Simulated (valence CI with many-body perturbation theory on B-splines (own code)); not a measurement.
## Nb²⁶⁺: calculated level list

Calculated by valence CI with perturbative core correlation (CI+MBPT): five valence electrons over a frozen Dirac-Fock core [Ne], radial functions for each j: 9 s, 9 p, 8 d, 6 f, 3 g, 1 h, with the one-electron correlation potential Σ1, the two-electron term Σ2, the three-electron term Σ3, Breit, model QED; selected CI, second order for the rest (own B-spline code, finite nucleus).

No measured spectrum was set against this ion. As an estimate, large intervals hold to a few tenths of a per cent, small ones and those within an open d or f shell to about a per cent. Among the levels kept, up to 500 cm⁻¹ of a level comes from second order outside the variational space, and about a tenth of that is noise between levels of different J, which matters for small intervals.

Levels 1 to 45 of 48, with energies above the lowest level, 3s2.3p3 4S°_3/2. "Leading %" is the weight of the configuration and term that name the level; weights of strongly mixed levels are sums over their largest components and can fall short. In the jj column 3d3/2^4 stands for four electrons in 3d with j = 3/2. Lifetimes count E1, E2, E3, M1 and M2 decay at the calculated energies, and are blank where another channel may lead or the interval is too uncertain; long ones can be off by a factor of two.

| No. | Configuration | Term | J | E (cm⁻¹) | Leading % | Lifetime | Leading jj |
| --- | --- | --- | --- | --- | --- | --- | --- |
| 1 | 3s2.3p3 | 4S° | 3/2 | 0 | 49 |  | 3s^2 3p1/2^2 3p3/2 (90 %) |
| 2 | 3s2.3p3 | 2D° | 3/2 | 139020 | 54 | 17.5 μs | 3s^2 3p1/2 3p3/2^2 (90 %) |
| 3 | 3s2.3p3 | 2D° | 5/2 | 180710 | 98 | 88.5 μs | 3s^2 3p1/2 3p3/2^2 (98 %) |
| 4 | 3s2.3p3 | 2P° | 1/2 | 236200 | 97 | 12.6 μs | 3s^2 3p1/2 3p3/2^2 (97 %) |
| 5 | 3s2.3p3 | 2P° | 3/2 | 372030 | 59 | 4.84 μs | 3s^2 3p3/2^3 (94 %) |
| 6 | 3s.3p4 | 4P | 5/2 | 682350 | 77 | 156 ps | 3s 3p1/2^2 3p3/2^2 (82 %) |
| 7 | 3s.3p4 | 4P | 3/2 | 762330 | 48 | 79.7 ps | 3s 3p1/2^2 3p3/2^2 (47 %) |
| 8 | 3s.3p4 | 4P | 1/2 | 783000 | 63 | 64.8 ps | 3s 3p1/2^2 3p3/2^2 (63 %) |
| 9 | 3s.3p4 | 4P | 3/2 | 843720 | 32 | 194 ps | 3s^2 3p1/2^2 3d3/2 (43 %) |
| 10 | 3s.3p4 | 2D | 3/2 | 895780 | 34 | 44.8 ps | 3s^2 3p1/2^2 3d3/2 (31 %) |
| 11 | 3s.3p4 | 2D | 5/2 | 904350 | 38 | 98.6 ps | 3s 3p1/2 3p3/2^3 (49 %) |
| 12 | 3s2.3p2.3d | 4D | 5/2 | 923470 | 26 | 80.0 ps | 3s^2 3p1/2^2 3d5/2 (47 %) |
| 13 | 3s2.3p2.3d | 2P | 3/2 | 951490 | 35 | 122 ps | 3s^2 3p1/2 3p3/2 3d3/2 (60 %) |
| 14 | 3s2.3p2.3d | 4D | 1/2 | 959980 | 30 | 47.1 ps | 3s^2 3p1/2 3p3/2 3d3/2 (55 %) |
| 15 | 3s2.3p2.3d | 2F | 5/2 | 982220 | 61 | 542 ps | 3s^2 3p1/2 3p3/2 3d3/2 (85 %) |
| 16 | 3s2.3p2.3d | 4F | 7/2 | 1006700 | 74 | 2.41 ns | 3s^2 3p1/2 3p3/2 3d3/2 (49 %) |
| 17 | 3s2.3p2.3d | 4D | 7/2 | 1019600 | 47 | 31.7 ns | 3s^2 3p1/2 3p3/2 3d5/2 (72 %) |
| 18 | 3s2.3p2.3d | 4D | 1/2 | 1023300 | 57 | 29.5 ps | 3s^2 3p1/2 3p3/2 3d3/2 (40 %) |
| 19 | 3s2.3p2.3d | 4D | 3/2 | 1042300 | 58 | 31.3 ps | 3s^2 3p1/2 3p3/2 3d5/2 (29 %) |
| 20 | 3s2.3p2.3d | 4F | 9/2 | 1054300 | 65 |  | 3s^2 3p1/2 3p3/2 3d5/2 (88 %) |
| 21 | 3s2.3p2.3d | 4D | 5/2 | 1071200 | 36 | 27.5 ps | 3s^2 3p1/2 3p3/2 3d5/2 (68 %) |
| 22 | 3s2.3p2.3d | 2P | 1/2 | 1131500 | 34 | 21.7 ps | 3s^2 3p3/2^2 3d5/2 (47 %) |
| 23 | 3s.3p4 | 2P | 3/2 | 1131700 | 36 | 4.19 ps | 3s^2 3p1/2 3p3/2 3d3/2 (28 %) |
| 24 | 3s2.3p2.3d | 2G | 7/2 | 1131800 | 59 | 58.5 ps | 3s^2 3p1/2 3p3/2 3d5/2 (48 %) |
| 25 | 3s2.3p2.3d | 4P | 5/2 | 1138700 | 52 | 5.12 ps | 3s^2 3p1/2 3p3/2 3d3/2 (34 %) |
| 26 | 3s2.3p2.3d | 4P | 3/2 | 1160800 | 39 | 5.25 ps | 3s^2 3p1/2 3p3/2 3d5/2 (40 %) |
| 27 | 3s2.3p2.3d | 4P | 1/2 | 1164100 | 38 | 4.90 ps | 3s^2 3p1/2 3p3/2 3d3/2 (78 %) |
| 28 | 3s2.3p2.3d | 2D | 3/2 | 1193300 | 72 | 16.0 ps | 3s^2 3p1/2 3p3/2 3d5/2 (57 %) |
| 29 | 3s2.3p2.3d | 2F | 7/2 | 1202300 | 48 | 349 ps | 3s^2 3p3/2^2 3d5/2 (93 %) |
| 30 | 3s2.3p2.3d | 2D | 5/2 | 1216700 | 58 | 4.95 ps | 3s^2 3p1/2 3p3/2 3d5/2 (47 %) |
| 31 | 3s2.3p2.3d | 2G | 9/2 | 1226900 | 65 | 11.2 μs | 3s^2 3p3/2^2 3d5/2 (88 %) |
| 32 | 3s2.3p2.3d | 2P | 1/2 | 1261500 | 39 | 4.73 ps | 3s^2 3p1/2 3p3/2 3d5/2 (59 %) |
| 33 | 3s2.3p2.3d | 2P | 1/2 | 1272400 | 57 | 5.68 ps | 3s^2 3p3/2^2 3d3/2 (58 %) |
| 34 | 3s2.3p2.3d | 2D | 3/2 | 1292000 | 46 | 4.13 ps | 3s^2 3p3/2^2 3d3/2 (66 %) |
| 35 | 3s2.3p2.3d | 2D | 5/2 | 1294100 | 37 | 4.35 ps | 3s^2 3p3/2^2 3d3/2 (53 %) |
| 36 | 3s2.3p2.3d | 2F | 7/2 | 1331100 | 86 | 4.35 ps | 3s^2 3p3/2^2 3d3/2 (66 %) |
| 37 | 3s2.3p2.3d | 2D | 5/2 | 1338600 | 86 | 98.4 ps | 3s^2 3p3/2^2 3d5/2 (89 %) |
| 38 | 3s2.3p2.3d | 2P | 3/2 | 1366400 | 53 | 5.29 ps | 3s^2 3p3/2^2 3d3/2 (38 %) |
| 39 | 3s2.3p2.3d | 2S | 1/2 | 1398500 | 37 | 4.41 ps | 3s^2 3p3/2^2 3d5/2 (35 %) |
| 40 | 3s2.3p2.3d | 2D | 3/2 | 1419600 | 77 | 5.51 ps | 3s^2 3p3/2^2 3d5/2 (50 %) |
| 41 | 3s2.3p2.3d | 2D | 5/2 | 1433200 | 57 | 4.85 ps | 3s^2 3p3/2^2 3d5/2 (75 %) |
| 42 | 3s.3p3.3d | 6D° | 1/2 | 1479900 | 82 | 517 ps | 3s 3p1/2^2 3p3/2 3d3/2 (57 %) |
| 43 | 3s.3p3.3d | 6D° | 3/2 | 1481600 | 78 | 332 ps | 3s 3p1/2^2 3p3/2 3d3/2 (58 %) |
| 44 | 3s.3p3.3d | 6D° | 5/2 | 1482000 | 71 | 371 ps | 3s 3p1/2^2 3p3/2 3d3/2 (57 %) |
| 45 | 3s.3p3.3d | 6D° | 7/2 | 1488000 | 70 | 648 ps | 3s 3p1/2^2 3p3/2 3d3/2 (37 %) |

Names give the largest LS component (configuration and term), which can be under half, so a name can repeat, a term be missing and a line seem to break the LS rules; names also repeat where a configuration has a term twice.

The ionisation energy to 3s2.3p2 3P_0 of the next ion comes out as 1356.8 eV (NIST: 1368 ± 5 eV (semi-empirical), further off than twice its uncertainty). All 48 levels together are meant to be complete up to 1571800 cm⁻¹.
